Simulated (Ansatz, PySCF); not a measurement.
Process, species as SMILES: [F][Ge]([F])([Br])[Br] [dibromo(difluoro)germane] → [F][Ge]([F])[Br] + Br atom (the Br-Ge bond at the site shown breaks; other sites are not compared here)
Each molecule is optimised on its own at B3LYP-D3(BJ)/def2-TZVP (Ansatz, a program for electronic structure). Frequencies are from Ansatz or PySCF.
Geometry of the first species:
SMILES: [F][Ge]([Br])([F])[Br]
```xyz
5

F     -0.4292    -1.6167    -1.2833
Ge    -0.0696    -0.5553     0.0225
F      0.0303    -1.5652     1.4121
Br    -1.7864     0.9100     0.2872
Br     1.9526     0.4159    -0.3408
```

Property: bond dissociation energy (enthalpy at 298 K, with B3LYP-D3(BJ) rigid-rotor harmonic-oscillator terms), in eV. Valence correlation only, unless marked. Open shells are spin-unrestricted. No spin-orbit coupling. The frozen core is the preceding noble-gas configuration, with the filled d and f shells of earlier blocks. No relativistic terms. CBS marks a two-point X^-3 extrapolation of the correlation energy; Hartree-Fock from the larger set (for Q and 5 zeta extrapolated as (X+1)exp(-9√X)).

```json
[
 {"level": "HF/cc-pVDZ", "program": "Ansatz", "bond dissociation energy (eV)": "2.50"},
 {"level": "HF/cc-pVTZ", "program": "Ansatz", "bond dissociation energy (eV)": "2.58"},
 {"level": "BLYP-D3(BJ)/def2-TZVPD", "program": "Ansatz + dftd3", "bond dissociation energy (eV)": "3.19"},
 {"level": "r2SCAN/def2-TZVPD", "program": "Ansatz", "bond dissociation energy (eV)": "3.52"},
 {"level": "PBE0/def2-TZVP", "program": "Ansatz", "bond dissociation energy (eV)": "3.48"},
 {"level": "r2SCAN0/def2-TZVPD", "program": "Ansatz", "bond dissociation energy (eV)": "3.51"},
 {"level": "HSE06-D4/def2-TZVPD", "program": "Ansatz + dftd4", "bond dissociation energy (eV)": "3.54"}
]
```

### Question
Predict the CCSD(T)/CBS(cc-pVQZ,cc-pV5Z) result (Ansatz).

### Answer
3.71 eV
